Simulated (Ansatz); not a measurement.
VO₃. Charge 0, multiplicity 4. Geometry PBE0-D4/def2-TZVP; atoms count from 1.

```xyz
4

V     0.401   -0.148    0.392
O    -1.424    0.147   -0.461
O     1.548   -0.044    1.480
O    -0.524    0.045   -1.411
```

The structure holds one bond between oxygen atoms, so isomers without such links may lie far lower. At PBE0-D4/def2-TZVP a doublet of charge 0 lies 0.78 eV below the quartet, each at its own geometry. The structure comes from a short search, and lower isomers may exist.

(1) Estimate the Mulliken populations from the PBE0/def2-TZVP orbitals of Ansatz.

(2) Where does the spin sit?

(3) And the Mayer bond orders between bonded heavy atoms (over 0.3)?

Answers

(1) 
| atom | charge (e) | spin (α − β) | d electrons |
| --- | --- | --- | --- |
| V1 | 1.04 | 2.29 | 3.60 |
| O2 | -0.23 | 0.50 | – |
| O3 | -0.57 | -0.29 | – |
| O4 | -0.23 | 0.50 | – |
Mulliken values and Mayer orders depend strongly on the basis.

(2) Summed by element: V 2.29, O 0.71, of 3 unpaired in all. Largest on single atoms: V1 2.29, O2 0.50, O4 0.50.

(3) V1–O2 0.44 (2.04 Å); V1–O3 2.13 (1.58 Å); V1–O4 0.43 (2.04 Å); O2–O4 1.25 (1.31 Å).
